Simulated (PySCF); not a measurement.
BHN, SMILES N=[B], multiplicity 2. Atoms are numbered in the order given.

```xyz
3

B      0.0000     0.0000    -0.8429
N      0.0000     0.0000     0.4016
H      0.0000     0.0000     1.4028
```
Charge 0, spin multiplicity 2.

Geometry: PBE-D3(BJ)/def2-TZVPD. The isomer is the one that the SMILES or the coordinates give; other isomers of the formula were not compared.

All values below come from PBE/pcH-1 (PySCF).

Unrestricted Kohn–Sham, ⟨S²⟩ = 0.766. Hyperfine tensors hold the contact and dipolar terms, without spin-orbit corrections.

Computed hyperfine couplings:
| nucleus | A(iso) (MHz) | A(iso) (G) | dipolar principal values (MHz) |
|---|---|---|---|
| 11B no. 1 | 1080.4 | 385.5 | -24.6, -24.6, 49.1 |
| 14N no. 2 | 46.9 | 16.7 | -6.4, -6.4, 12.7 |
| 1H no. 3 | 30.9 | 11.0 | -0.1, -0.1, 0.1 |
